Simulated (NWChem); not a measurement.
Molecule: C$_{2}$H$_{7}$Al; SMILES [AlH]([CH3])[CH3]

```xyz
10

Al     0.0000     0.0000     0.5044
C     -1.7380     0.0000    -0.4236
H     -2.3352    -0.8770    -0.1362
H     -1.6554     0.0000    -1.5165
H     -2.3352     0.8770    -0.1362
C      1.7380     0.0000    -0.4236
H      2.3352     0.8770    -0.1362
H      1.6554     0.0000    -1.5165
H      2.3352    -0.8770    -0.1362
H      0.0000     0.0000     2.1042
```
Atoms are numbered in this order, from 1.

Computed with NWChem. Pople sets run with spherical d functions. Coordinates come from a B3LYP/6-31G* (spherical d) optimisation. Vertical excitations in the gas phase; the lowest state need not have the same character in each row.

```tsv
level	lowest excitation, singlet (eV)	lowest state with f > 0.02, singlet (eV)	oscillator strength of that bright state	lowest triplet (eV)	orbital gap (eV)
PBE/6-31+G*, full TDDFT	4.87	5.94	0.113	4.58	4.81
B3LYP/6-31+G*, full TDDFT	5.21	6.35	0.155	4.94	6.39
Hartree-Fock/6-31+G*, TDHF	6.50	7.58	0.244	5.98	12.07
PBE0/6-31+G*, full TDDFT	5.35	6.58	0.161	5.03	6.84
```
